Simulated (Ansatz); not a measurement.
Reaction (cleavage of the B–Sn bond): `F[BH][SnH2][SiH3]` + `O[SiH2][SiH3]` → `FBO[SiH2][SiH3]` + `[SiH3][SnH3]`

Calculated with Ansatz (gas phase, PBE0-D4/def2-TZVP geometries, no zero-point term in ΔE). CBS: MP2 limit from def2 TZ/QZ plus the TZ coupled-cluster correction, frozen cores. DFT in def2-TZVPP. B3LYP here is the variant with VWN-RPA as its local correlation; programs differ in this. Elements past krypton have def2 core potentials. For Sn outer-core shells are correlated without core-valence functions, which leaves a few kJ/mol of doubt a bond. Each species was taken in one conformer, which may not be the lowest.

```json
{"level": "PBE-D4", "ΔE (kJ/mol)": "-159.5", "difference from CCSD(T)/CBS": "7.6"}
{"level": "r2SCAN-D4", "ΔE (kJ/mol)": "-172.6", "difference from CCSD(T)/CBS": "-5.5"}
{"level": "PBE0-D4", "ΔE (kJ/mol)": "-166.1", "difference from CCSD(T)/CBS": "1.0"}
{"level": "B3LYP-D4", "ΔE (kJ/mol)": "-174.9", "difference from CCSD(T)/CBS": "-7.8"}
{"level": "ωB97X-V", "ΔE (kJ/mol)": "-172.8", "difference from CCSD(T)/CBS": "-5.7"}
{"level": "ωB97M-V", "ΔE (kJ/mol)": "-174.5", "difference from CCSD(T)/CBS": "-7.4"}
{"level": "B2PLYP", "ΔE (kJ/mol)": "-173.3", "difference from CCSD(T)/CBS": "-6.2"}
{"level": "PBE", "ΔE (kJ/mol)": "-157.4", "difference from CCSD(T)/CBS": "9.7"}
{"level": "r2SCAN", "ΔE (kJ/mol)": "-172.1", "difference from CCSD(T)/CBS": "-5.0"}
{"level": "PBE0", "ΔE (kJ/mol)": "-164.3", "difference from CCSD(T)/CBS": "2.8"}
{"level": "B3LYP", "ΔE (kJ/mol)": "-171.6", "difference from CCSD(T)/CBS": "-4.5"}
{"level": "HF/def2-TZVPP", "ΔE (kJ/mol)": "-190.0", "difference from CCSD(T)/CBS": "-22.9"}
{"level": "MP2/def2-TZVPP", "ΔE (kJ/mol)": "-171.1", "difference from CCSD(T)/CBS": "-4.0"}
{"level": "SCS-MP2/def2-TZVPP", "ΔE (kJ/mol)": "-173.2", "difference from CCSD(T)/CBS": "-6.1"}
{"level": "CCSD/def2-TZVPP", "ΔE (kJ/mol)": "-173.5", "difference from CCSD(T)/CBS": "-6.4"}
{"level": "CCSD(T)/def2-TZVPP", "ΔE (kJ/mol)": "-171.6", "difference from CCSD(T)/CBS": "-4.5"}
{"level": "HF/def2-QZVPP", "ΔE (kJ/mol)": "-190.5", "difference from CCSD(T)/CBS": "-23.4"}
{"level": "MP2/def2-QZVPP", "ΔE (kJ/mol)": "-168.7", "difference from CCSD(T)/CBS": "-1.6"}
{"level": "SCS-MP2/def2-QZVPP", "ΔE (kJ/mol)": "-171.0", "difference from CCSD(T)/CBS": "-3.9"}
{"level": "HF/CBS(def2)", "ΔE (kJ/mol)": "-190.5", "difference from CCSD(T)/CBS": "-23.4"}
{"level": "MP2/CBS(def2)", "ΔE (kJ/mol)": "-166.6", "difference from CCSD(T)/CBS": "0.5"}
{"level": "CCSD/CBS(def2)", "ΔE (kJ/mol)": "-169.0", "difference from CCSD(T)/CBS": "-1.9"}
{"level": "CCSD(T)/CBS", "ΔE (kJ/mol)": "-167.1", "difference from CCSD(T)/CBS": "0"}
```

Largest T1 diagnostic among the species: 0.014.

The D4 term adds −3.3 kJ/mol with B3LYP and −1.7 kJ/mol with PBE0; it sums over pairs of atoms, weighted by their polarisabilities, and B3LYP, whose exchange is more repulsive, gets the larger term. From PBE to PBE0 (25 % exact exchange), in def2-TZVPP and without D4, ΔE moves by −6.9 kJ/mol. In def2-TZVPP, CCSD(T) changes the Hartree–Fock value by +18.3 kJ/mol (the triples alone add +1.8 kJ/mol) and MP2 by +18.9 kJ/mol.
